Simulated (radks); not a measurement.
Question: These are the eigenvalues of the occupied orbitals of an atom or ion with whole-number occupations (eV). All-electron calculation, scalar-relativistic Kohn-Sham, r2SCAN, spin-unpolarised, spherical densities, finite nucleus; meta-GGA in the generalised Kohn-Sham scheme; Fermi nuclear charge, rms radius of each element as measured or else 0.836 A^(1/3) + 0.57 fm. Program: a radial shooting solver on a logarithmic mesh with Libxc functionals.

orbital  eigenvalue
1s        -76198.73
2s        -13357.49
2p        -11603.21
3s        -3134.927
3p        -2619.600
3d        -2050.891
4s        -675.0433
4p        -505.2936
4d        -295.6222
5s        -100.1134
4f         -63.0215
5p         -56.2606
5d          -7.3449
6s          -6.5380

Which element is it, and in what charge state? The configuration may be excited.

Answer: Z = 77, iridium, charge 0: Ir in [Xe] 4f14 5d7 6s2. The list shows which subshells hold electrons but not how many an open one holds; the 1s level, -2800.3 hartree, gives Z - s = 74.8 by -(Z - s)^2/2, which with screening and relativity narrows Z to a few neighbours, and the depths of the outer levels then fix element, charge and occupations together.
